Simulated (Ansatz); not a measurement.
Geometry optimisation, UKS PBE/def2-SVP (Ansatz 0.2.0).

Input file:

```yaml
crystal:
  periodic: [false, false, false]
  atoms:
    - { symbol: W, position_ang: [0.077472, 0.154066, -0.016822] }
    - { symbol: F, position_ang: [0.013125, 0.518625, 1.840605] }
    - { symbol: F, position_ang: [1.945733, 0.348991, 0.089981] }
    - { symbol: F, position_ang: [-0.006556, 2.048614, -0.056249] }
    - { symbol: F, position_ang: [-1.802231, 0.193696, -0.036221] }
    - { symbol: O, position_ang: [0.128087, -1.615175, 0.524355] }
    - { symbol: H, position_ang: [0.096074, -1.861861, 1.499596] }
    - { symbol: O, position_ang: [0.159897, -0.085447, -1.849318] }
    - { symbol: H, position_ang: [0.272827, 0.175753, -2.779775] }
    - { symbol: F, position_ang: [0.024973, -1.451963, 3.079048] }
magnetization:
  spin_polarized: true
  initial_magnetization: 1
basis:
  gaussian: { orbitals: def2-SVP }
hamiltonian:
  xc: pbe
relax:
  f_tol: 0.03
  max_steps: 50
```

Run as:

```bash
$ ansatz run input.yaml --threads 4 --pin off --max-ram 5120MiB --backend cpu --events-out ev --progress --plain --runs-dir out
```

Question: Where does it end, and by what steps?

Answer: The forces met the threshold. The force dipped under the threshold on the way, but the program's further checks kept it going. After 22 steps the energy has fallen by 0.164 eV; H9 moved furthest, 0.41 Å.

```
step  energy less start (eV)  largest force component (eV/Å)  accepted
   0                  0.0000                           1.489       yes
   1                 -0.0902                           0.809       yes
   2                 -0.0868                           0.787        no
   3                 -0.1416                           0.254       yes
   4                 -0.1477                           0.253       yes
   5                 -0.1560                           0.163       yes
   6                 -0.1421                           0.625        no
   7                 -0.1583                           0.044       yes
   8                 -0.1584                           0.040       yes
   9                 -0.1585                           0.059       yes
  10                 -0.1590                           0.022       yes
  11                 -0.1541                           0.738        no
  12                 -0.1596                           0.073       yes
  13                 -0.1599                           0.207       yes
  14                 -0.1603                           0.145       yes
  15                 -0.1612                           0.024       yes
  16                 -0.1619                           0.237       yes
  17                 -0.1607                           0.221        no
  18                 -0.1627                           0.058       yes
  19                 -0.1633                           0.034       yes
  20                 -0.1634                           0.103       yes
  21                 -0.1636                           0.043       yes
  22                 -0.1637                           0.009       yes
```

```xyz
10
Properties=species:S:1:pos:R:3
W -0.013 0.160 -0.048
F 0.110 0.411 1.942
F 1.859 0.356 -0.074
F -0.082 2.037 0.140
F -1.884 0.225 -0.029
O 0.039 -1.593 0.489
H 0.083 -1.766 1.514
O 0.030 -0.053 -1.889
H 0.627 0.004 -2.656
F 0.141 -1.354 2.905
```

Whether the end is a true minimum wasn't checked by a vibrational analysis.

Time of the run: 86 s on 4 threads of Arm Neoverse V2, on a shared host, peak memory 0.3 GiB.
